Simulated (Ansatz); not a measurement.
Consider the substitution at a C–Li bond: `[Li][c]1ccccc1` + `C[SiH2][NH][GeH3]` → `C[SiH2][N]([GeH3])c1ccccc1` + `[LiH]`.

Calculated with Ansatz (gas phase, PBE0-D4/def2-TZVP geometries, no zero-point term in ΔE). CCSD(T)/CBS adds triple-zeta CCSD(T) − MP2 to the extrapolated MP2 energy (def2 sets, frozen cores). Functionals use def2-TZVPP. For Ge, Li outer-core shells are correlated without core-valence functions, which leaves a few kJ/mol of doubt a bond. Scalar relativity is left out up to krypton. One conformer a species, not always the lowest.

```
                     species  ωB97X-V energy (Eh)
            `[Li][c]1ccccc1`           -239.14338
         `C[SiH2][NH][GeH3]`          -2464.59125
`C[SiH2][N]([GeH3])c1ccccc1`          -2695.65490
                     `[LiH]`             -8.07019
```

(1) Work out ΔE.

Largest T1 diagnostic among the species: 0.011.

## Answers

(1) ΔE = (-2695.65490) + (-8.07019) − (-239.14338) − (-2464.59125) = 0.00954 Eh = +0.26 eV. CCSD(T)/CBS gives +0.35 eV.

The D4 term adds −0.29 eV with B3LYP and −0.17 eV with PBE0; it sums over pairs of atoms, weighted by their polarisabilities, and B3LYP, whose exchange is more repulsive, gets the larger term. At CCSD(T), def2-SVP lies −0.14 eV from the extrapolated value and def2-TZVPP −0.02 eV. Leaving LDA and LC-ωPBE aside and taking each functional with its dispersion term where it has one, the values, not all of them listed here, spread over 0.39 eV, from B97M-V to B2PLYP. LDA lies −0.37 eV from PBE without D4.

B3LYP here is the variant with VWN-RPA as its local correlation; programs differ in this.
